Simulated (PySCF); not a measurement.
C₆ coefficients of unlike pairs at HSE06

Calculated with PySCF 2.14 from the dipole response of each species, C₆(A,B) = (3/π) ∫ α_A(iu) α_B(iu) du, in atomic units, from isotropic polarisabilities. For ions this is the dispersion term alone; charge-induced terms of lower order in 1/R come first.

```
species           configuration                                                                      basis      relativity  α (bohr³)  C₆ (like pair)
     O+       [He] 2s2 2p3 (4S)                                                   aug-cc-pVQZ (6s5p4d3f2g)            none      2.643           5.154
 Br(2+)  [Ar] 3d10 4s2 4p3 (4S)  x2c-TZVPPall with one added diffuse shell each of s, p, d type (7s6p5d1f)   spin-free X2C      8.248           39.09
 La(2+)           [Xe] 5d1 (2D)       def2-QZVPPD with the def2 core potential (46 electrons) (7s5p4d3f2g)  core potential      18.76           126.8
```

Task: Estimate C₆ for Br(2+) with O+.

Result: The integral gives 14.00. The combination rule 2 C_A C_B / (C_A α_B/α_A + C_B α_A/α_B) gives 14.08 and the geometric mean 14.19.

No spin-orbit coupling is included.

The other pairs:

| pair | C₆ |
| --- | --- |
| La(2+), O+ | 24.75 |
| La(2+), Br(2+) | 69.80 |
